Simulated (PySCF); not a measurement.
Correlation energy of Xe⁺ (xenon, charge +1)

[Kr] 4d10 5s1 5p6, 2S determinant (an excited configuration). All numbers are calculated (PySCF 2.14, scalar relativity by spin-free X2C-1e, in x2c-TZVPPall). Frozen: [Ar] 3d10; 25 electrons correlated.

```csv
level,correlation energy (mhartree)
CCSD,-687.00
(T),-41.69
CCSD(T),-728.69
```

Diagnostics: T1 = 0.0092, D1 = 0.0345, largest double amplitude 0.214.

A double-excitation amplitude exceeds 0.15, a sign of near-degeneracy.

Cost of the coupled-cluster step: about 18 core-seconds, for 25 correlated electrons.

Iterations:

```
CC2 = 0
CCSD nocc = (np.int64(13), np.int64(12)), nmo = (46, 46)
frozen orbitals [[0, 1, 2, 3, 4, 5, 6, 7, 8, 9, 10, 11, 12, 13], [0, 1, 2, 3, 4, 5, 6, 7, 8, 9, 10, 11, 12, 13]]
max_cycle = 100
direct = 0
conv_tol = 1e-08
conv_tol_normt = 1e-06
diis_space = 8
diis_start_cycle = 0
Init t2, MP2 energy = -0.70148815023262
Init E_corr(UCCSD) = -0.701488150232807
cycle = 1  E_corr(UCCSD) = -0.644997913524243  dE = 0.0564902367  norm(t1,t2) = 0.129776
cycle = 2  E_corr(UCCSD) = -0.673770463083799  dE = -0.0287725496  norm(t1,t2) = 0.0934131
cycle = 3  E_corr(UCCSD) = -0.680090966519434  dE = -0.00632050344  norm(t1,t2) = 0.0540465
cycle = 4  E_corr(UCCSD) = -0.687773436912766  dE = -0.00768247039  norm(t1,t2) = 0.0141631
cycle = 5  E_corr(UCCSD) = -0.686576013401145  dE = 0.00119742351  norm(t1,t2) = 0.0024947
cycle = 6  E_corr(UCCSD) = -0.687005071112972  dE = -0.000429057712  norm(t1,t2) = 0.00155397
cycle = 7  E_corr(UCCSD) = -0.687033275305261  dE = -2.82041923e-05  norm(t1,t2) = 0.000194688
cycle = 8  E_corr(UCCSD) = -0.686998533516699  dE = 3.47417886e-05  norm(t1,t2) = 0.000122562
cycle = 9  E_corr(UCCSD) = -0.686997517584434  dE = 1.01593227e-06  norm(t1,t2) = 1.2833e-05
cycle = 10  E_corr(UCCSD) = -0.686998780905051  dE = -1.26332062e-06  norm(t1,t2) = 4.18574e-06
cycle = 11  E_corr(UCCSD) = -0.686998859836762  dE = -7.89317112e-08  norm(t1,t2) = 3.52289e-07
cycle = 12  E_corr(UCCSD) = -0.68699883797142  dE = 2.18653424e-08  norm(t1,t2) = 7.64974e-08
cycle = 13  E_corr(UCCSD) = -0.686998839663265  dE = -1.69184555e-09  norm(t1,t2) = 1.5753e-08
UCCSD converged
E(UCCSD) = -7443.180664309821  E_corr = -0.6869988396632652
UCCSD(T) correction = -0.0416917174104176
```

This basis was not built for core-valence correlation, so the inner-shell part is incomplete.
